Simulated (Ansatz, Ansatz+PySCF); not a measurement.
```yaml
atoms:
  - { symbol: H, position_ang: [0.0000, 0.0000, 0.0000] }
  - { symbol: H, position_ang: [0.0000, 0.0000, 1.5000] }
  - { symbol: H, position_ang: [0.0000, 0.0000, 3.0000] }
  - { symbol: H, position_ang: [0.0000, 0.0000, 4.5000] }
```

Basis set: cc-pVDZ (spherical functions). All electrons are correlated. Charge 0, multiplicity 1.

Computed with Ansatz (development build ahead of 0.2.0); each method stands on the lowest determinant of its kind that the runs found. Restricted open shells among the atoms or ions are ROHF, correlated in semicanonical orbitals with singles. Restricted functionals stand beside restricted open-shell atoms, which can lie above the unrestricted atoms usual in DFT and then raise those values.

The atomization energy at this shape (free ground-state atoms in the same class of orbitals less the molecule, no zero-point energy) of singlet H4:

```json
{"method": "r²SCAN (unrestricted)", "atomization energy": "84.41 kcal/mol"}
{"method": "PBE (restricted)", "atomization energy": "85.23 kcal/mol"}
{"method": "r²SCAN (restricted)", "atomization energy": "81.21 kcal/mol"}
{"method": "RHF-CCSD(T)", "atomization energy": "80.65 kcal/mol"}
{"method": "RHF-CCSDT(Q)", "atomization energy": "80.52 kcal/mol"}
{"method": "PBE0 (unrestricted)", "atomization energy": "75.08 kcal/mol"}
{"method": "UHF-CCSD(T)", "atomization energy": "76.83 kcal/mol"}
{"method": "PBE0 (restricted)", "atomization energy": "72.80 kcal/mol"}
{"method": "ωB97X (unrestricted)", "atomization energy": "70.58 kcal/mol"}
{"method": "RHF-MP2", "atomization energy": "51.82 kcal/mol"}
{"method": "UHF-MP2", "atomization energy": "50.12 kcal/mol"}
{"method": "UHF", "atomization energy": "36.30 kcal/mol"}
{"method": "RHF", "atomization energy": "4.96 kcal/mol"}
```

Question: What does ωB97X (restricted) give?

Answer: 69.02 kcal/mol. Caution: the shape is not the minimum. Caution for RHF-CCSD(T), RHF-CCSDT(Q), RHF-MP2, RHF: an unrestricted determinant lies well below. Caution for RHF-CCSD(T), RHF-CCSDT(Q), UHF-CCSD(T), RHF-MP2, UHF-MP2: large amplitudes, a single reference is doubtful. Caution for PBE0 (unrestricted), ωB97X (unrestricted): the unrestricted determinant is spin contaminated. Caution for UHF-CCSD(T), UHF-MP2: another reference gives a lower total. Caution for UHF-CCSD(T), UHF-MP2, UHF: the determinant breaks the point group; the unrestricted determinant is a mixture of spin states. Caution for UHF-CCSD(T): the program doubts this total.
